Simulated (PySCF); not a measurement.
Shapes and spin states of RuCl₃

Method: PySCF, PBE, basis Ru def2-SVP with ECP28, Cl def2-SVP (scalar-relativistic core potentials, no spin–orbit coupling, density fitting).

Relaxations began from a few typed shapes and spin states; open shells are unrestricted. The search is not exhaustive: other isomers or separated fragments can lie lower, and high-lying points may rest on an excited occupation.

**Question.** Which is the lowest minimum found?
A. doublet (⟨S²⟩ 1.23) C3v: Ru–Cl 2.221 Å (×3); Cl–Ru–Cl 119.5° (×3)
B. quartet C2v: Ru–Cl 2.199 Å, Ru–Cl 2.237 Å (×2); Cl–Ru–Cl 104.8° (×2), Cl–Ru–Cl 150.3°
C. sextet D3h: Ru–Cl 2.295 Å (×3); Cl–Ru–Cl 120.0° (×3)
D. quartet C2v: Ru–Cl 2.215 Å (×2), Ru–Cl 2.241 Å; Cl–Ru–Cl 98.5°, Cl–Ru–Cl 130.8° (×2)

**Answer.** B. The others lie at 6.0 (quartet C2v, a saddle point), 35.4 (sextet D3h), 44.6 (doublet C3v) kJ/mol above it.

Formally Ru is in oxidation state +3, d5, with 3 unpaired electrons (the high-spin count would be 5). The Mulliken spin on Ru is 2.29. The polar-tensor charge on Ru, 1.01, is far below the formal one.

For the lowest minimum: open d and f shells are described by one determinant, and the ground state may have another occupation or spin.
